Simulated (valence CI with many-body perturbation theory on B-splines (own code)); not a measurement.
**E1 transitions of Tm20+**

Computed by configuration interaction combined with many-body perturbation theory (CI+MBPT): three valence electrons over a frozen Dirac-Fock core [Kr] 4d10, a basis of 7 s, 7 p, 7 d, 7 f, 4 g, 2 h functions for each j, with the one-electron correlation potential Σ1 (screened to all orders), the two-electron term Σ2, the three-electron term Σ3, Breit, model QED; selected single and double excitations, second order for the rest, scaled by the run's own slope (own B-spline code, finite nucleus).

No measured levels were compared; by estimate terms of the open shell hold to a few per cent of their energy, and close levels can change places. The list stops below the first excitations out of the core.

Lines 1 to 50 of 545 in falling wavelength, among levels below 138.32 eV, chosen from the strongest by gf and those to the six lowest levels. Wavelengths and rates use the calculated energies, so an error of 2000 cm⁻¹ moves a line at 514.4 Å by 1 % and its rate by three times that or more. Electric multipoles are in the length gauge, E1 and E2 with the static RPA response of the core. Weak lines are less certain than strong ones. Lines between different terms over intervals too small for the method are left out, as are lines whose strength nearly cancels.

Levels are named by their leading jj configuration (3d3/2^4 stands for four electrons in 3d with j = 3/2), which in mixed levels can hold well under half, so a name can repeat and another be missing. Letters in brackets count levels of one name in rising energy.

```tsv
λ vac (Å)	Upper	Lower	A (s⁻¹)	log gf	Branch %
514.4	(4f5/2 4f7/2 5p1/2) J=3/2 [a]	(4f7/2^2 5s) J=1/2	1.75e+07	-2.56	0.2
460.5	(4f7/2^2 5p1/2) J=3/2	(4f7/2^2 5s) J=1/2	2.07e+07	-2.58	0.2
443.8	(4f5/2 4f7/2 5p1/2) J=5/2 [a]	(4f7/2^2 5s) J=3/2	4.39e+07	-2.11	0.4
443.6	(4f5/2^2 5p1/2) J=3/2	(4f5/2 4f7/2 5s) J=1/2	5.55e+07	-2.18	0.6
435.1	(4f5/2 4f7/2 5p1/2) J=11/2 [a]	(4f5/2 4f7/2 5s) J=11/2 [b]	1.34e+07	-2.34	0.1
434.6	(4f5/2 4f7/2 5p1/2) J=11/2 [a]	(4f5/2 4f7/2 5s) J=13/2	6.34e+06	-2.67	0.1
417.5	(4f5/2^2 5p1/2) J=5/2	(4f5/2 4f7/2 5s) J=3/2 [a]	2.22e+07	-2.46	0.2
410.9	(4f5/2 4f7/2 5p1/2) J=5/2 [a]	(4f5/2 4f7/2 5s) J=3/2 [b]	4.99e+07	-2.12	0.5
407.0	(4f7/2^2 5p1/2) J=13/2	(4f5/2 4f7/2 5s) J=13/2	4.14e+07	-1.84	0.4
405.1	(4f5/2^2 5p1/2) J=9/2	(4f5/2 4f7/2 5s) J=7/2 [b]	3.79e+07	-2.03	0.4
403.4	(4f5/2 4f7/2 5p1/2) J=9/2 [a]	(4f7/2^2 5s) J=7/2	2.04e+07	-2.30	0.2
398.3	(4f5/2 4f7/2 5p1/2) J=7/2 [a]	(4f5/2 4f7/2 5s) J=5/2 [b]	6.33e+07	-1.92	0.6
397.8	(4f7/2^2 5p1/2) J=7/2	(4f7/2^2 5s) J=5/2	7.33e+07	-1.86	0.7
397.3	(4f5/2^2 5p1/2) J=9/2	(4f5/2 4f7/2 5s) J=9/2 [b]	3.27e+07	-2.11	0.3
396.8	(4f5/2 4f7/2 5p1/2) J=5/2 [b]	(4f7/2^2 5s) J=3/2	7.15e+07	-1.99	0.7
396.6	(4f5/2 4f7/2 5p1/2) J=5/2 [a]	(4f5/2 4f7/2 5s) J=3/2 [a]	6.93e+07	-2.01	0.7
395.5	(4f5/2 4f7/2 5p1/2) J=11/2 [a]	(4f7/2^2 5s) J=9/2	1.37e+07	-2.41	0.1
393.6	(4f5/2^2 5p1/2) J=7/2	(4f5/2 4f7/2 5s) J=5/2 [a]	3.18e+07	-2.23	0.3
391.7	(4f5/2 4f7/2 5p1/2) J=7/2 [a]	(4f7/2^2 5s) J=7/2	2.26e+07	-2.38	0.2
391.1	(4f5/2^2 5p1/2) J=1/2	(4f7/2^2 5s) J=3/2	9.46e+07	-2.36	0.9
388.0	(4f5/2 4f7/2 5p1/2) J=5/2 [a]	(4f7/2^2 5s) J=7/2	2.30e+08	-1.51	2.3
387.2	(4f5/2^2 5p1/2) J=9/2	(4f5/2 4f7/2 5s) J=9/2 [a]	4.71e+08	-0.98	4.9
387.1	(4f5/2 4f7/2 5p1/2) J=7/2 [b]	(4f5/2 4f7/2 5s) J=5/2 [b]	1.33e+07	-2.62	0.1
386.0	(4f5/2 4f7/2 5p1/2) J=9/2 [b]	(4f7/2^2 5s) J=7/2	1.60e+08	-1.45	1.6
386.0	(4f5/2 4f7/2 5p1/2) J=1/2	(4f7/2^2 5s) J=3/2	7.12e+08	-1.50	7.4
385.6	(4f5/2^2 5p1/2) J=7/2	(4f5/2 4f7/2 5s) J=9/2 [b]	8.29e+07	-1.83	0.8
384.9	(4f5/2 4f7/2 5p1/2) J=3/2 [a]	(4f5/2 4f7/2 5s) J=1/2	2.37e+08	-1.68	2.4
384.7	(4f5/2 4f7/2 5p1/2) J=11/2 [a]	(4f7/2^2 5s) J=11/2	1.59e+08	-1.37	1.6
383.7	(4f5/2 4f7/2 5p1/2) J=9/2 [a]	(4f7/2^2 5s) J=11/2	2.87e+08	-1.20	2.9
383.3	(4f5/2 4f7/2 5p1/2) J=7/2 [a]	(4f7/2^2 5s) J=9/2	5.64e+07	-2.00	0.6
382.2	(4f7/2^2 5p1/2) J=9/2	(4f5/2 4f7/2 5s) J=11/2 [b]	1.65e+07	-2.44	0.2
381.0	(4f5/2^2 5p1/2) J=5/2	(4f5/2 4f7/2 5s) J=5/2 [a]	3.91e+08	-1.29	4.0
380.8	(4f5/2 4f7/2 5p1/2) J=7/2 [b]	(4f7/2^2 5s) J=7/2	1.06e+08	-1.73	1.0
377.8	(4f5/2 4f7/2 5p1/2) J=9/2 [b]	(4f7/2^2 5s) J=9/2	5.40e+07	-1.94	0.5
377.6	(4f5/2^2 5p1/2) J=1/2	(4f5/2 4f7/2 5s) J=1/2	1.28e+09	-1.26	12.9
376.4	(4f5/2 4f7/2 5p1/2) J=9/2 [a]	(4f5/2 4f7/2 5s) J=7/2 [b]	3.96e+08	-1.07	4.0
376.1	(4f5/2^2 5p1/2) J=7/2	(4f5/2 4f7/2 5s) J=9/2 [a]	4.78e+08	-1.09	4.7
375.9	(4f5/2^2 5p1/2) J=3/2	(4f5/2 4f7/2 5s) J=5/2 [a]	1.28e+09	-0.96	13.0
375.3	(4f7/2^2 5p1/2) J=11/2	(4f7/2^2 5s) J=9/2	2.71e+07	-2.16	0.3
372.9	(4f5/2 4f7/2 5p1/2) J=7/2 [b]	(4f7/2^2 5s) J=9/2	1.27e+07	-2.67	0.1
372.8	(4f5/2 4f7/2 5p1/2) J=1/2	(4f5/2 4f7/2 5s) J=1/2	1.20e+09	-1.30	12.4
372.0	(4f5/2^2 5p1/2) J=7/2	(4f5/2^2 5s) J=5/2	2.67e+07	-2.35	0.3
370.6	(4f5/2 4f7/2 5p1/2) J=11/2 [a]	(4f5/2 4f7/2 5s) J=9/2 [b]	2.78e+08	-1.16	2.8
370.4	(4f5/2^2 5p1/2) J=5/2	(4f5/2 4f7/2 5s) J=7/2 [a]	4.81e+07	-2.23	0.5
370.4	(4f5/2 4f7/2 5p1/2) J=5/2 [b]	(4f5/2 4f7/2 5s) J=3/2 [b]	7.05e+07	-2.06	0.7
370.2	(4f5/2 4f7/2 5p1/2) J=11/2 [a]	(4f7/2^2 5s) J=13/2	5.55e+07	-1.86	0.6
366.7	(4f5/2 4f7/2 5p1/2) J=7/2 [a]	(4f5/2 4f7/2 5s) J=5/2 [a]	2.33e+09	-0.42	23.8
366.7	(4f5/2 4f7/2 5p1/2) J=9/2 [a]	(4f5/2 4f7/2 5s) J=7/2 [a]	2.46e+07	-2.31	0.2
366.5	(4f5/2 4f7/2 5p1/2) J=3/2 [b]	(4f7/2^2 5s) J=5/2	9.32e+07	-2.12	0.9
366.2	(4f5/2 4f7/2 5p1/2) J=7/2 [a]	(4f5/2 4f7/2 5s) J=7/2 [b]	6.24e+07	-2.00	0.6
```

Task: How does gf follow from A for the line at 387.1 Å?

Result: gf = 1.4992 × (2J+1)_upper × A / σ², with σ = 258353 cm⁻¹ and 2J+1 = 8: gf = 0.00240.
